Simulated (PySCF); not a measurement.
## Electric field gradients and quadrupole coupling constants

Species: C6H9O (charge +1).
Cartesian coordinates in Å at the PBE0-D3(BJ)/def2-SVP level; atoms count from 1:
```xyz
16
C6H9O angstrom
C      1.869    2.398   -1.287
C      1.168    1.439   -1.005
C      0.395    0.333   -0.681
C      0.994   -0.935   -0.298
C     -1.073    0.438   -0.725
O     -1.670   -0.735   -0.384
C     -3.088   -0.716   -0.384
H      2.487    3.250   -1.538
H      0.572   -1.713   -0.967
H      2.088   -0.942   -0.282
H      0.550   -1.229    0.675
H     -1.337    0.808   -1.747
H     -1.348    1.301   -0.066
H     -3.474    0.021    0.340
H     -3.417   -1.718   -0.087
H     -3.481   -0.488   -1.389
```

Field gradients from the PBE0/pcSseg-1 density (PySCF, non-relativistic), principal values in atomic units, ordered |Vxx| ≤ |Vyy| ≤ |Vzz|:

```csv
atom,Vxx,Vyy,Vzz
O6,-0.1077,-1.9043,2.0120
```

Question: Find the asymmetry η = (Vxx − Vyy)/Vzz and the couplings χ = eQV/h (234.96 MHz × Q in barn × V in au), with Q(17O) = −0.0256 b.

Answer: 
| atom | environment | nucleus | η | χzz (MHz) | χxx (MHz) | χyy (MHz) |
| --- | --- | --- | --- | --- | --- | --- |
| O6 | ether oxygen | 17O | 0.89 | -12.10 | 0.65 | 11.45 |

Question: What is Vzz at O6 in SI units (1 au = 9.71736 × 10²¹ V/m²)?

Answer: 2.0120 au = 19.552 × 10²¹ V/m².

Question: And the gradient at the other heavy atoms, for which no coupling is worked out here?

Answer: 
```
atom                 environment  Vzz (au)     η
  C1    carbon bonded to C and H     0.550  0.74
  C2        carbon bonded to 2 C    -0.229  0.17
  C3        carbon bonded to 3 C     0.854  0.21
  C4               methyl carbon    -0.147  0.82
  C5  sp3 carbon bound to oxygen     0.205  0.32
  C7              methoxy carbon     0.504  0.10
```

Question: What couplings would deuterons (Q(2H) = 0.00286 b) have in place of the hydrogens, at this geometry?

Answer: 
| atom | bonded to | bond length (Å) | Vzz (au) | η | χzz (kHz) |
| --- | --- | --- | --- | --- | --- |
| H8 | C1 | 1.082 | 0.3107 | 0.06 | 209 |
| H9 | C4 | 1.110 | 0.2688 | 0.07 | 181 |
| H10 | C4 | 1.094 | 0.2892 | 0.05 | 194 |
| H11 | C4 | 1.110 | 0.2690 | 0.07 | 181 |
| H12 | C5 | 1.119 | 0.2470 | 0.10 | 166 |
| H13 | C5 | 1.119 | 0.2466 | 0.10 | 166 |
| H14 | C7 | 1.103 | 0.2737 | 0.11 | 184 |
| H15 | C7 | 1.096 | 0.2855 | 0.09 | 192 |
| H16 | C7 | 1.103 | 0.2738 | 0.11 | 184 |

One conformer (not necessarily the lowest) at the PBE0-D3(BJ)/def2-SVP geometry, without solvent, vibrations or thermal averaging. A larger basis could move these couplings by a tenth or more.
